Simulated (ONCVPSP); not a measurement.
# gallium (Ga), ONCV: configuration errors across variants

ONCVPSP 4.0.1 input, shortened (lines: element, Z, core and valence counts, functional; n l f; lmax; l rc ep ncon nbas qcut; lloc lpopt rc5 dvloc0; l nproj debl; icmod fcfact rcfact), BLYP, scalar-relativistic:

```
  Ga 31.00    6    2  -106131      upf
    1    0    2.00
    2    0    2.00
    2    1    6.00
    3    0    2.00
    3    1    6.00
    3    2   10.00
    4    0    2.00
    4    1    1.00
    1
    0    1.75    0.00    4    7    3.20
    1    2.30    0.00    4    8    3.70
    0    5    1.75    0.00
    0    0    1.30
    1    2    1.10
    0    0.00    0.00
```

All-electron excitation energies from the reference (eV): (1) 4s2 4p0 5.669; (2) 4s1 4p0 26.908; (3) 4s2 4p0.5 2.007; (4) 4s1 4p1 13.053.

1 further variants failed, have other tests or too few solved ones, and are left out.

A true bound ghost makes a file unfit for plane-wave use even where its test errors are small: the radial tests pick states by their node count and pass the ghost by.

Errors AE − PS in meV (a dash: test not solved or not reliable):

| change | (1) | (2) | (3) | (4) | bound ghosts | GHOST(+) flags above zero |
| --- | --- | --- | --- | --- | --- | --- |
| base | +23 | +182 | +3.9 | +29 | p | none |
| s: qcut 2.4 | +25 | +182 | +4.1 | +29 | none | none |
| s: qcut 2.7 | +24 | +182 | +4.0 | +29 | none | p |
| s: qcut 2.9 | +24 | +182 | +4.1 | +29 | none | p |
| s: qcut 3.3 | +23 | +182 | +3.9 | +30 | p | none |
| s: qcut 3.6 | +23 | +183 | +3.9 | +30 | p | none |
| s: qcut 4 | +23 | +183 | +3.9 | +31 | p | none |
| s: qcut 4.4 | +23 | +183 | +3.9 | +32 | p | none |

Question: Give the same row for: s: qcut 2.

Answer: +25, +183, +4.2, +29; bound ghosts: none; GHOST(+) flags above zero: none.
